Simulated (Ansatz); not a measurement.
Two isomers of CH5FOSSi: A = `CS[SiH](O)F`, B = `O[SiH](F)CS`.

Isolated molecules relaxed with PBE0-D4/def2-TZVP in Ansatz; ΔE leaves out vibrations. CCSD(T)/CBS adds triple-zeta CCSD(T) − MP2 to the extrapolated MP2 energy (def2 sets, frozen cores). DFT in def2-TZVPP. B3LYP here is the variant with VWN-RPA as its local correlation; programs differ in this. One conformer a species, not always the lowest.

(1) Which isomer does CCSD(T)/CBS put lower? Give the gap. (An estimate is asked.)

(2) Give E(B) − E(A) in kJ/mol with HF/def2-TZVPP, PBE-D4, CCSD(T)/def2-TZVPP, B2PLYP, B3LYP, r2SCAN-D4, B3LYP-D4. (Estimate.)

Largest T1 diagnostic: 0.011.

Answers

(1) Ansatz gave: A, by 62.5 kJ/mol.

(2) Computed: HF/def2-TZVPP 65.8, PBE-D4 64.4, CCSD(T)/def2-TZVPP 59.9, B2PLYP 63.9, B3LYP 63.9, r2SCAN-D4 66.0, B3LYP-D4 63.3. None reverses the order clearly.
